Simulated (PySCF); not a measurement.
**Correlation energy of Xe⁺ (xenon, charge +1)**

Starting occupation: [Kr] 4d10 5s2 5p5, 5p1/2 with m_j = +1/2, 5p3/2 with m_j = -3/2, -1/2, +1/2, +3/2. Calculation: PySCF 2.14, in x2c-TZVPall-2c with one added diffuse shell each of s, p, d, f type (9s10p6d3f, 90 functions); X2C-1e with screened-nucleus spin-orbit coupling, Gaussian nucleus. Frozen: [Ar] 3d10; 25 electrons correlated; the 6 highest virtual spinors left out.

MP2 pair energies summed by pair of shells (mhartree):

```
       pair   energy  share (%)
4d3/2-4d5/2  -129.00       19.5
4d5/2-4d5/2   -96.09       14.5
4d5/2-5p3/2   -47.11        7.1
5p3/2-5p3/2   -45.35        6.9
4d3/2-4d3/2   -42.14        6.4
4d3/2-5p3/2   -30.38        4.6
5p3/2-5s1/2   -26.87        4.1
4d5/2-4p3/2   -26.21        4.0
4d5/2-5s1/2   -24.53        3.7
5p1/2-5p3/2   -21.55        3.3
4d3/2-4p3/2   -17.77        2.7
4d3/2-5s1/2   -16.41        2.5
4d5/2-4p1/2   -14.12        2.1
4p3/2-4p3/2   -13.61        2.1
4p1/2-4p3/2   -12.54        1.9
4d5/2-5p1/2   -12.18        1.8
4d5/2-4s1/2   -10.97        1.7
4d3/2-4p1/2    -9.08        1.4
4d3/2-5p1/2    -8.42        1.3
5p1/2-5s1/2    -8.32        1.3
4d3/2-4s1/2    -7.32        1.1
4p3/2-4s1/2    -6.42        1.0
5s1/2-5s1/2    -6.00        0.9
4p3/2-5s1/2    -5.39        0.8
4p3/2-5p3/2    -4.97        0.8
4p1/2-4p1/2    -3.65        0.6
4p1/2-4s1/2    -3.37        0.5
4p1/2-5p3/2    -2.67        0.4
4p1/2-5s1/2    -2.58        0.4
4s1/2-4s1/2    -2.36        0.4
```

Total MP2 correlation energy: -661.45 mhartree.

This basis was not built for core-valence correlation, so the inner-shell part is incomplete.
